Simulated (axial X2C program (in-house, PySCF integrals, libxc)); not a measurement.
## SnPt: from Re and ωe to a spectrum

A bond curve at the PBE0 level, 2c, was computed with an in-house all-electron X2C program for linear molecules (integrals from PySCF) (basis Pt dyall-v2z [11s12p9d5f], Sn dyall-v2z [9s9p7d] (cores contracted in-house)) for the state Ω = 0 (closed shell). Its fit gives Re = 2.3750 Å, ωe = 274.3 cm⁻¹, ωexe = 0.448 cm⁻¹ and αe = 8.797e-05 cm⁻¹; the masses are 194.9648 and 119.9022 u. Two-component means X2C with spin–orbit coupling and atomic mean-field Coulomb and Gaunt terms.

Task: Find the reduced mass, Be and the force constant.

Result: From the PBE0 values: μ = 74.2431 u. Be = 16.8576/(μ Re²) = 0.04025 cm⁻¹. k = 5.8918×10⁻⁷ μ ωe² = 3.29 mdyn/Å.

Task: A Morse curve ties αe to the other constants (Pekeris). How well does that hold?

Result: αe(Morse) = 6Be²/ωe × (√(ωexe/Be) − 1) = 8.280e-05 cm⁻¹; the PBE0 curve gives 8.797e-05 cm⁻¹, a ratio of 0.94.

Task: Estimate the centrifugal constant by the Kratzer relation.

Result: D = 4Be³/ωe² = 3.47e-09 cm⁻¹.

Task: Give B0, the J = 1←0 line in GHz and the most populated J at 300 K (kT = 208.5 cm⁻¹).

Result: B0 = Be − αe/2 = 0.04021 cm⁻¹; 2B0 = 2.411 GHz; J(max) ≈ √(kT/2B0) − 1/2 = 50.4, so J = 50.

Task: Where do the fundamental and the first overtone lie?

Result: ν(1←0) = ωe − 2ωexe = 273.4 cm⁻¹; ν(2←0) = 2ωe − 6ωexe = 545.9 cm⁻¹.

One determinant describes the state; a PBE0 search over occupations chose it and may have missed a lower one.
